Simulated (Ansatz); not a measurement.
The same redistribution along the group B, Al, Ga.

Program: Ansatz. Geometries: PBE0-D4/def2-TZVP. ΔE: electronic, gas phase. CCSD(T)/CBS is the MP2 limit (def2-TZVPP, def2-QZVPP) plus CCSD(T) − MP2 in def2-TZVPP, frozen cores. DFT in def2-TZVPP. B3LYP here is the variant with VWN-RPA as its local correlation; programs differ in this. def2 core potentials past Kr. For Ga, Sn outer-core shells are correlated without core-valence functions, which leaves a few kJ/mol of doubt a bond. Scalar relativity is left out up to krypton. One conformer a species, not always the lowest.

```tsv
reaction	CCSD(T)/CBS(def2) (kJ/mol)
`FB(S)Cl` + `[OH][Sn-]1[O]C(C(F)(F)F)=CC(C(F)(F)F)=[O+]1` → `F[B-]1(Cl)OC(C(F)(F)F)=CC(C(F)(F)F)=[O+]1` + `[OH][Sn][SH]`	-12
`[F][Al]([SH])[Cl]` + `[OH][Sn-]1[O]C(C(F)(F)F)=CC(C(F)(F)F)=[O+]1` → `FC(F)(F)C1=CC(C(F)(F)F)=[O+][Al-]([F])([Cl])[O]1` + `[OH][Sn][SH]`	-85
`[F][Ga]([SH])[Cl]` + `[OH][Sn-]1[O]C(C(F)(F)F)=CC(C(F)(F)F)=[O+]1` → `FC(F)(F)C1=CC(C(F)(F)F)=[O+][Ga-]([F])([Cl])[O]1` + `[OH][Sn][SH]`	?
```

(1) Fill in the missing values. (Estimate.)

Largest T1 diagnostic: 0.017, for `[OH][Sn][SH]`.

Answers

(1) Computed: `[F][Ga]([SH])[Cl]` + `[OH][Sn-]1[O]C(C(F)(F)F)=CC(C(F)(F)F)=[O+]1` → `FC(F)(F)C1=CC(C(F)(F)F)=[O+][Ga-]([F])([Cl])[O]1` + `[OH][Sn][SH]`: -7.0 kJ/mol.
